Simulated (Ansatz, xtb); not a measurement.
# Two isomers of CH2FGe−

Structure X: `[H]/[C-]=[GeH]\[F]`, a singlet. Structure Y: `[H]/[Ge-]=[CH]/F`, a singlet. Both are isolated ions in the gas phase, relaxed with PBE0-D3(BJ)/def2-SVPD.

X (Å):

```
atom    x (Å)    y (Å)    z (Å)
   C  -0.1470  -0.0390  -1.6708
   F  -0.2213  -0.6047   1.6597
  Ge  -0.6215  -0.7939  -0.1494
   H  -1.6289  -1.9552   0.0262
   H   0.5947   0.7792  -1.5458
```

Y (Å):

```xyz
5

C    -0.7210   -0.5544    0.0168
F    -2.0374   -0.7544    0.4536
Ge    0.1817    1.0368    0.2538
H    -0.3856   -1.4888   -0.4580
H     1.4818    0.4184   -0.4786
```

Energies in hartree; the thermal terms are from PBE0-D3(BJ)/def2-SVPD harmonic frequencies (ideal gas, rigid rotor, one conformer each, 298.15 K, 1 atm) and include the zero-point energy:

```
                                  X            Y
E, CCSD(T)/def2-TZVPPD  −2214.550088  −2214.553416
     zero-point energy      0.020596      0.022809
          H(298 K) − E      0.026122      0.027677
          G(298 K) − E     −0.006831     −0.004171
```

Work out ΔE, ΔE₀, ΔH and ΔG for X → Y in kcal/mol (1 Eh = 627.51 kcal/mol) and the equilibrium ratio [Y]/[X].

1. ΔE = −2214.553416 − (−2214.550088) = −0.003328 Eh = −2.09 kcal/mol.
2. ΔE₀ = ΔE + ΔZPE = −0.003328 + (+0.002213) Eh = −0.70 kcal/mol.
3. ΔH = ΔE + (+0.001555) Eh = −1.11 kcal/mol.
4. ΔG = ΔE + (+0.002660) Eh = −0.42 kcal/mol, so ΔS = (ΔH − ΔG)/T = −9.7 J/(mol K).
5. kT = 0.9442 mEh, so K = [Y]/[X] = exp(−ΔG/kT) = exp(+0.71) ≈ 2.

The two are too close for this level to say which is favoured. An error of 1 kcal/mol in ΔG would change K by a factor of 5.4. MP2/def2-TZVPPD gave ΔE the other sign. Mirror images and further conformers aren't counted.

As drawn, Y has 1 C–F in place of 1 F–Ge.

Other levels gave ΔE = −8.9 (GFN2-xTB); −70.0 (HF/STO-3G, GFN2-xTB geometries); −10.2 (r2SCAN-D4/def2-SVPD, GFN2-xTB geometries); −9.0 (PBE0-D3(BJ)/def2-SVPD); −9.8 (HF/def2-TZVPPD); +1.3 (MP2/def2-TZVPPD) kcal/mol. The correlated steps freeze 11 core orbitals; the filled d shell of Ge is correlated, in a basis made for valence electrons. Programs: Ansatz 0.2.0, xtb 6.7.1.
